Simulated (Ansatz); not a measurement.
`OB(Br)O[SiH3]` and `OB(Cl)O[SiH3]` differ in one element.

Ansatz, PBE0-D4/def2-TZVP geometries, multiplicity 1. Each molecule was computed in one conformer, which needn't be the lowest.

Scalar relativity is left out up to krypton.

```json
{"property": "size of the dipole moment (PBE/def2-TZVPP) / D", "`OB(Br)O[SiH3]`": "0.28"}
{"property": "HOMO–LUMO gap (PBE0/def2-TZVPP) / eV", "`OB(Br)O[SiH3]`": "8.56"}
{"property": "LUMO energy (PBE/def2-TZVPP) / eV", "`OB(Br)O[SiH3]`": "-0.86"}
{"property": "HOMO energy (ωB97M-V/def2-TZVPP) / eV", "`OB(Br)O[SiH3]`": "-10.83"}
{"property": "HOMO energy (PBE/def2-TZVPP) / eV", "`OB(Br)O[SiH3]`": "-7.21"}
{"property": "HOMO–LUMO gap (B3LYP/def2-TZVPP) / eV", "`OB(Br)O[SiH3]`": "8.04"}
```

Task: Give the same properties after the change, and the shifts. (Estimate.)

Result: Computed: 
```
                                      property  `OB(Cl)O[SiH3]`  shift
size of the dipole moment (PBE/def2-TZVPP) / D             1.32   1.04
          HOMO–LUMO gap (PBE0/def2-TZVPP) / eV             9.12   0.56
             LUMO energy (PBE/def2-TZVPP) / eV            -0.84   0.02
         HOMO energy (ωB97M-V/def2-TZVPP) / eV           -11.43  -0.60
             HOMO energy (PBE/def2-TZVPP) / eV            -7.61  -0.40
         HOMO–LUMO gap (B3LYP/def2-TZVPP) / eV             8.58   0.54
```

Dipoles are sizes alone; their direction can turn.

B3LYP here is the variant with VWN-RPA as its local correlation; programs differ in this.

Spin–orbit coupling is left out; it splits and shifts lone-pair levels of the heavy atoms by tenths of an eV.
